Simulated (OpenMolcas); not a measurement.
## C: effect of the active space

```
Program             : OpenMolcas
Method              : CASSCF
Basis               : ANO-L-VTZP
Scalar Hamiltonian  : non-relativistic, point nucleus
Spin-orbit coupling : state interaction with AMFI integrals over the reference wave functions, term energies averaged over their components
```

A. 2 electrons in 3 orbitals (2p); 2S+1 = 3 even, 3 roots; 2S+1 = 1 even, 6 roots; cost about 2.1 core-seconds
B. 4 electrons in 4 orbitals (2s 2p); 2S+1 = 3 even, 3 roots; 2S+1 = 1 even, 6 roots; 2S+1 = 5 odd, 1 root; 2S+1 = 3 odd, 8 roots; cost about 10 core-seconds

Energies in cm⁻¹ above 2s² 2p² ³P₀, the measured ground level; measured values from NIST Handbook of Basic Atomic Spectroscopic Data.

```csv
Level,A,B,Measured
2s² 2p² ³P₀,0.0,0.0,0.0
2s² 2p² ³P₁,15.6,15.0,16.4
2s² 2p² ³P₂,46.5,44.9,43.4
2s² 2p² ¹D₂,12664,12769,10193
2s² 2p² ¹S₀,31044,21159,21648
```

Deviations, from unrounded energies. A percentage is the sum of absolute deviations over the sum of measured energies, with the sign that they share, or ± where signs differ.

```json
{"Against measurement": "mean absolute deviation (cm-1)", "Levels": "4", "A": "3000", "B": "770"}
{"Against measurement": "fine structure of the ground term (%)", "Levels": "2", "A": "±6.6", "B": "±4.8"}
{"Against measurement": "other terms of the ground configuration (%)", "Levels": "2", "A": "+37.3", "B": "±9.6"}
```

B lies closest to measurement on these levels. The largest miss of B in the table is 2s² 2p² ¹D₂, by +2600 cm-1. The ranking rests on the paired levels alone, and a cruder setting can come out closer through cancelling errors.

Between A and B the level of the table that moves most is 2s² 2p² ¹S₀, by 9900 cm-1 (lowest in B, highest in A).

Without dynamic correlation excited terms often stand tens of per cent too high (terms of higher spin than the ground term too low), and those without a measured partner can miss by more than the paired ones. With the s shell closed, the reference lacks s² → p² mixing (holds for A). Computed and measured levels are paired by configuration, term and J; levels that our copy of the source lacks, or whose pairing is in doubt (as where it misses far off the trend of its configuration), stay unpaired and out of the deviations. Only configurations of the active space appear. Levels that lie high or do not pair safely by name in every column are left out.
